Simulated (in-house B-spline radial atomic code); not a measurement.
Response of neutral zinc as one setting changes: the radius of a hard wall (bohr). Method: PBE. A dash marks a strongly mixed or unbound state. A box has no continuum, so excitations may lie above minus the highest level. Computed with a B-spline radial code for spherical atoms: linear response of the closed shell [Ar] 3d10 4s2 with the functional's adiabatic kernel; scalar-relativistic (spin-free one-electron X2C), finite nucleus, no spin-orbit coupling, no double excitations, S, P, D and F terms only; shells from n = 2 respond. Only terms of natural parity with L up to 3 were computed.

```json
{"radius of a hard wall (bohr)": "2.5", "lowest 1P (eV)": "4s → 4p 18.379", "lowest 3P, Tamm-Dancoff (eV)": "4s → 4p 13.286", "minus highest occupied level (eV)": "-26.786", "α (bohr³)": "3.719"}
{"radius of a hard wall (bohr)": "3", "lowest 1P (eV)": "4s → 4p 14.358", "lowest 3P, Tamm-Dancoff (eV)": "4s → 4p 10.037", "minus highest occupied level (eV)": "-10.386", "α (bohr³)": "6.153"}
{"radius of a hard wall (bohr)": "3.5", "lowest 1P (eV)": "4s → 4p 11.799", "lowest 3P, Tamm-Dancoff (eV)": "4s → 4p 8.071", "minus highest occupied level (eV)": "-2.884", "α (bohr³)": "9.08"}
{"radius of a hard wall (bohr)": "4", "lowest 1P (eV)": "4s → 4p 10.129", "lowest 3P, Tamm-Dancoff (eV)": "4s → 4p 6.836", "minus highest occupied level (eV)": "0.919", "α (bohr³)": "12.37"}
{"radius of a hard wall (bohr)": "4.5", "lowest 1P (eV)": "?", "lowest 3P, Tamm-Dancoff (eV)": "?", "minus highest occupied level (eV)": "?", "α (bohr³)": "?"}
{"radius of a hard wall (bohr)": "5.5", "lowest 1P (eV)": "4s → 4p 7.633", "lowest 3P, Tamm-Dancoff (eV)": "4s → 4p 5.097", "minus highest occupied level (eV)": "4.879", "α (bohr³)": "22.88"}
{"radius of a hard wall (bohr)": "6.5", "lowest 1P (eV)": "4s → 4p 6.871", "lowest 3P, Tamm-Dancoff (eV)": "4s → 4p 4.635", "minus highest occupied level (eV)": "5.566", "α (bohr³)": "28.81"}
{"radius of a hard wall (bohr)": "8", "lowest 1P (eV)": "4s → 4p 6.245", "lowest 3P, Tamm-Dancoff (eV)": "4s → 4p 4.319", "minus highest occupied level (eV)": "5.886", "α (bohr³)": "34.55"}
{"radius of a hard wall (bohr)": "10", "lowest 1P (eV)": "?", "lowest 3P, Tamm-Dancoff (eV)": "?", "minus highest occupied level (eV)": "?", "α (bohr³)": "?"}
{"radius of a hard wall (bohr)": "15", "lowest 1P (eV)": "4s → 4p 5.601", "lowest 3P, Tamm-Dancoff (eV)": "4s → 4p 4.127", "minus highest occupied level (eV)": "5.976", "α (bohr³)": "38.27"}
```

Task: What belongs in the row for 4.5?

Result: lowest 1P (eV): 4s → 4p 9.001; lowest 3P, Tamm-Dancoff (eV): 4s → 4p 6.026; minus highest occupied level (eV): 2.990; α (bohr³): 15.89.

Task: What belongs in the row for 10?

Result: lowest 1P (eV): 4s → 4p 5.852; lowest 3P, Tamm-Dancoff (eV): 4s → 4p 4.175; minus highest occupied level (eV): 5.966; α (bohr³): 37.5.
